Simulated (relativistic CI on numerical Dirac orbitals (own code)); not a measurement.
## Mo+: 4s photoemission

Computed with this model: Dirac-Coulomb-Breit CI, orbitals from a KLI potential per configuration, model QED, valence Slater integrals scaled by 0.9, multiplet model of photoemission in the sudden approximation; configurations [Kr] 4d5 → [Ar] 3d10 4s 4p6 4d5; 80 K; Lorentzian 2 eV and Gaussian 0.6 eV FWHM. Energies are those of the free ion, without screening or charge transfer. The energies are binding energies and can lie tens of eV above those of solids. Without intra-shell correlation the exchange splitting of an s hole comes out too large, often by half or more. S is read from ⟨S²⟩ = S(S + 1).

Field parameters in Wybourne normalisation: D3d B²₀ = −7Dσ, B⁴₀ = −14Dq − 21Dτ, B⁴₃ = −14√(10/7) Dq. The field is a parameter set, without covalency.

Computed curve for D3d, 10Dq = 20600, Dσ = 260, Dτ = -140 cm⁻¹, scaled to 100 at the maximum (points under 2 are left out and the grid is thinned):

| Energy (eV) | Intensity |
| --- | --- |
| 74.6 | 2.0 |
| 75.0 | 2.2 |
| 75.4 | 2.5 |
| 75.8 | 2.8 |
| 76.4 | 3.4 |
| 76.8 | 3.8 |
| 77.2 | 4.4 |
| 77.6 | 5.2 |
| 78.0 | 6.1 |
| 78.4 | 7.3 |
| 78.8 | 8.9 |
| 79.2 | 11.1 |
| 79.8 | 16.1 |
| 80.2 | 21.6 |
| 80.6 | 29.9 |
| 81.0 | 43.0 |
| 81.4 | 62.1 |
| 81.8 | 84.6 |
| 82.2 | 99.6 |
| 82.6 | 95.3 |
| 83.2 | 66.8 |
| 83.6 | 51.9 |
| 84.0 | 45.0 |
| 84.4 | 44.0 |
| 84.8 | 43.9 |
| 85.2 | 39.4 |
| 85.6 | 31.0 |
| 86.0 | 22.6 |
| 86.6 | 14.2 |
| 87.0 | 10.9 |
| 87.4 | 8.6 |
| 87.8 | 6.9 |
| 88.2 | 5.7 |
| 88.6 | 4.8 |
| 89.0 | 4.1 |
| 89.4 | 3.6 |
| 90.0 | 2.9 |
| 90.4 | 2.6 |
| 90.8 | 2.3 |
| 91.2 | 2.1 |

The ground state has S = 0.51, and the centroid lies at 82.91 eV.
